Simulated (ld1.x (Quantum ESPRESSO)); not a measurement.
The numbers below are computed, except where a source is named.
Pseudopotentials across the periodic table

Generated with ld1.x 7.5 (TM, RRKJ, ultrasoft, PAW), atompaw 4.2 or ONCVPSP 4.0.1. The cutoff is in Ry: for ld1.x and atompaw files where the sum of valence levels is converged to 10 mRy in a Bessel basis, for ONCV files where the hardest occupied wave has 1 mHa per electron of residual kinetic energy. The error is the largest all-electron minus pseudo excitation energy over each file’s own four to seven test configurations (ionisations up to +4, promotions, holes and added fractions of an electron), all of which were solved. The labels leave out finer settings (local radius, basis sizes, second energies), which also bear on the numbers. Spin-polarised tests are not counted. The rows are a selection from randomly drawn settings: files with unsolved tests, undetermined cutoffs or missed reference levels are left out.

```tsv
element	potential	cutoff (Ry)	largest error (meV)	bound ghosts
K	TM, PBE, scalar-relativistic, rc 4.20/3.25/3.25 (spd), local smoothed, core correction yes, reference 4s1 4p0	6	-4.1	none
In	ultrasoft, BLYP, scalar-relativistic, rc 2.40/2.75/2.20 (spd), local smoothed, core correction yes, reference 5s1.5 5p0	6	-67	none
```

Task: Fill in the row for Si: PAW, PBE, scalar-relativistic, rc 0.95/0.90/0.70 (spd), local d, core correction yes, reference 2s2 2p6 3s2 3p1.

Result: cutoff 160 Ry, largest error +25 meV, bound ghosts: none.

Task: Fill in the row for Nb: PAW, LDA (PZ), scalar-relativistic, rc 3.40/4.50/1.90 (spd), local smoothed, core correction yes, reference 4d4 5s0 5p1.

Result: cutoff 30 Ry, largest error -531 meV, bound ghosts: none.

Task: Fill in the row for O: PAW, PBE, scalar-relativistic, rc 0.85/1.70 (sp), local smoothed, core correction yes, reference 2s2 2p3.

Result: cutoff 30 Ry, largest error +271 meV, bound ghosts: none.
